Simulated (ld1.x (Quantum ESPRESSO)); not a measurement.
Before and after: RRKJ potential for zinc (Zn)

Zn (Z = 30), norm-conserving RRKJ (Kleinman–Bylander form), made with ld1.x (Quantum ESPRESSO) 7.5 (LDA (PZ), fully relativistic). Core [Ar], reference 3d10 4s1.75 4p0.25. Waves: 4s (bound): rc 1.95 bohr; 3d (bound): rc 1.25 bohr; 4p (bound): rc 2.85 bohr. Local part: the p channel. Core correction: Bessel-smoothed model core, default radius (core density twice the valence density). rho0 = 0.001.

Open shells are filled in proportion to 2j + 1 (rel_dist='average').

All-electron outer shells of the reference configuration (LDA (PZ), scalar-relativistic, ld1.x):

```json
{"shell": "3s", "level (eV)": "-129.23", "outermost node (bohr)": "0.28", "outermost maximum (bohr)": "0.59"}
{"shell": "3p", "level (eV)": "-83.86", "outermost node (bohr)": "0.25", "outermost maximum (bohr)": "0.59"}
{"shell": "3d", "level (eV)": "-11.01", "outermost node (bohr)": "–", "outermost maximum (bohr)": "0.56"}
{"shell": "4s", "level (eV)": "-6.62", "outermost node (bohr)": "0.85", "outermost maximum (bohr)": "2.06"}
{"shell": "4p", "level (eV)": "-1.54", "outermost node (bohr)": "0.92", "outermost maximum (bohr)": "3.00"}
```

Change: all radii but the core radius scaled by about 1.38 (s 2.70, p 3.94, d 1.72 bohr).

Cutoffs: the cutoffs (Ry, on a coarse ladder) from which the occupation-weighted sum of valence levels, in a spherical-Bessel basis at the reference potential, stays within 10 and 1 mRy of its value at 400 Ry; they do not see the model core or the augmentation charge, which bear on the density cutoff. Errors are all-electron minus pseudo energies relative to the spin-unpolarised reference configuration.

Problem. What does the change do?

Solution. The potential gets softer (120 Ry and 180 Ry → 80 Ry and 120 Ry); both files keep a bound ghost (s); the number of tests that count goes from 7 to 0. A larger radius leaves more room for a smooth pseudo-wave, so fewer plane waves are needed.

| quantity | base | changed |
| --- | --- | --- |
| cutoff, loose | 120 Ry | 80 Ry |
| cutoff, tight | 180 Ry | 120 Ry |
| loose cutoff by channel (10 mRy a level) | s 12 Ry, d 110 Ry, p 6 Ry | s 10 Ry, d 55 Ry, p 6 Ry |
| bound ghosts | s | s |
| tests counted (converged, no solver errors) | 7 of 7 | 0 of 7 |

Base: These tests converged, but a pseudo level misses the all-electron one widely, so the file describes the atom poorly there or has found another state: 3d8 4s0 4p0: empty 4s by 5.9 eV (a node warning on the way). Changed file: Tests not counted: all (the test run did not reproduce the reference configuration, from which every error is measured). A true bound ghost makes a file unfit for plane-wave use even where its test errors are small: the radial tests pick states by their node count and pass the ghost by. Where a test does run into it, the solver fails or the error is huge.
